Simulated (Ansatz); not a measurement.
Geometry optimisation, RHF/def2-SVP in Ansatz 0.2.0.

Input file:

```yaml
crystal:
  periodic: [false, false, false]
  atoms:
    - { symbol: Ge, position_ang: [-0.006464, 0.090509, 0.015036] }
    - { symbol: H, position_ang: [0.141692, 0.084402, 1.546502] }
    - { symbol: H, position_ang: [1.306693, 0.189167, -0.738496] }
    - { symbol: H, position_ang: [-1.054791, 1.080132, -0.492344] }
    - { symbol: O, position_ang: [-0.738896, -1.546465, -0.377927] }
    - { symbol: H, position_ang: [-1.560787, -1.574859, -0.85176] }
    - { symbol: O, position_ang: [1.081495, -2.24383, 1.483347] }
    - { symbol: Al, position_ang: [-0.083396, -3.162056, 0.567799] }
    - { symbol: H, position_ang: [0.547854, -4.08739, -0.55506] }
    - { symbol: H, position_ang: [-1.421055, -3.629644, 1.30425] }
    - { symbol: H, position_ang: [0.827058, -1.567566, 2.124454] }
basis:
  gaussian: { orbitals: def2-SVP }
hamiltonian:
  xc: hf
relax:
  f_tol: 0.03
  max_steps: 50
```

Launched with:

```bash
$ ansatz run input.yaml --threads 2 --pin off --max-ram 3072MiB --backend cpu --events-out ev --progress --plain --runs-dir out
```

Where does it end, and by what steps?

The run converged. The force dipped under the threshold on the way, but the program's further checks kept it going. After 16 steps the energy has fallen by 0.343 eV; H11 moved furthest, 0.83 Å.

```csv
step,energy less start (eV),largest force component (eV/Å),accepted
0,0.0000,1.435,yes
1,-0.1407,0.960,yes
2,-0.1596,2.248,yes
3,-0.2497,0.355,yes
4,-0.2726,0.689,yes
5,-0.1975,1.380,no
6,-0.3238,0.096,yes
7,-0.3334,0.173,yes
8,-0.3293,1.011,no
9,-0.3380,0.086,yes
10,-0.3376,0.122,no
11,-0.3400,0.063,yes
12,-0.3414,0.033,yes
13,-0.3426,0.051,yes
14,-0.3427,0.020,yes
15,-0.3426,0.192,no
16,-0.3429,0.014,yes
```

```xyz
11
Properties=species:S:1:pos:R:3
Ge -0.061 0.113 0.076
H -0.327 0.447 1.530
H 1.379 0.125 -0.391
H -0.921 1.007 -0.837
O -0.831 -1.524 -0.317
H -1.468 -1.550 -1.018
O 0.996 -2.040 1.336
Al -0.168 -3.104 0.575
H 0.346 -4.047 -0.601
H -1.337 -3.655 1.508
H 1.430 -2.140 2.164
```

Whether the end is a true minimum wasn't checked by a vibrational analysis.

Time of the run: 25 s on 2 threads of Arm Neoverse V2, with other jobs on the host, peak memory 0.26 GiB.
